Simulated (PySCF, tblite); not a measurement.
C9H18.
Numbering: `[CH3:1][CH:2]([CH3:3])[CH:4]1[CH2:5][CH2:6][CH2:7][CH2:8][CH2:9]1` (hydrogens: H10, H11, H12 on C1; H13 on C2; H14, H15, H16 on C3; H17 on C4; H18, H19 on C5; H20, H21 on C6; H22, H23 on C7; H24, H25 on C8; H26, H27 on C9)

The geometry is computed with GFN2-xTB (gas phase).

Q: List the bond lengths, angles and torsions at this level.

A: 
| bond | length (pm) |
| --- | --- |
| C1–C2, C2–C3 | 152.8 |
| C2–C4 | 154.2 |
| C4–C5, C4–C9 | 153.0 |
| C5–C6, C8–C9 | 152.6 |
| C6–C7, C7–C8 | 152.5 |
| C1–H10 and 5 like bonds | 108.7 |
| C2–H13 | 109.7 |
| C4–H17 | 109.7 |
| C5–H18, C9–H27 | 109.1 |
| C5–H19, C9–H26 | 109.2 |
| C6–H20, C8–H24 | 109.2 |
| C6–H21, C8–H25 | 109.3 |
| C7–H22 | 109.3 |
| C7–H23 | 109.2 |

Bonds in one row agree within 1 pm and their mean is given. A selection of angles:
| angle | degrees |
| --- | --- |
| C2–C1–H10 | 110.9 |
| C2–C1–H12 | 109.7 |
| H10–C1–H11 | 108.8 |
| H10–C1–H12 | 108.0 |
| C1–C2–C3 | 109.5 |
| C1–C2–C4 | 113.8 |
| C1–C2–H13 | 107.8 |
| C3–C2–C4 | 111.4 |
| C4–C2–H13 | 106.5 |
| C2–C4–C5 | 114.1 |
| C2–C4–C9 | 112.1 |
| C2–C4–H17 | 106.6 |
| C5–C4–C9 | 108.8 |
| C5–C4–H17 | 107.7 |
| C4–C5–C6 | 110.2 |
| C4–C5–H18 | 109.7 |
| C4–C5–H19 | 110.3 |
| C6–C5–H18 | 109.0 |
| C6–C5–H19 | 109.4 |
| H18–C5–H19 | 108.2 |
| C5–C6–C7 | 110.6 |
| C5–C6–H20 | 109.9 |
| C5–C6–H21 | 109.3 |
| C7–C6–H20 | 109.8 |
| C7–C6–H21 | 109.4 |
| H20–C6–H21 | 107.8 |
| C6–C7–C8 | 110.5 |
| C6–C7–H22 | 109.2 |
| C6–C7–H23 | 110.0 |
| H22–C7–H23 | 107.8 |
| C4–C9–C8 | 110.6 |

Dihedral angles: C1–C2–C4–C5 -55° (synclinal); C2–C4–C5–C6 -174° (antiperiplanar); C4–C5–C6–C7 -59° (synclinal); C5–C6–C7–C8 57° (synclinal); C6–C7–C8–C9 -56° (synclinal); C7–C8–C9–C4 58° (synclinal); C2–C4–C9–C8 174° (antiperiplanar). The mirror-image conformer, all signs reversed, is as good.

The 6-membered ring C4–C5–C6–C7–C8–C9 has internal angles of 108.8° to 110.6° (sum 661°, against 720° for a flat polygon); it is puckered, 0.25 Å rms from its mean plane, widest ring torsion 60°. Of the pairs four or more bonds apart, H11···H27 is among the closest relative to their van der Waals radii: 2.25 Å, 94 % of the sum of Bondi's values.

Point group: C1 (no symmetry element, even within 0.4 Å). Its GFN2-xTB frequencies are all real (lowest 52 cm⁻¹). The numbers are those of one conformer. 2 starts were optimised and ended at 0.00 and 5.09 kcal/mol (GFN2-xTB); the lowest of these is shown.
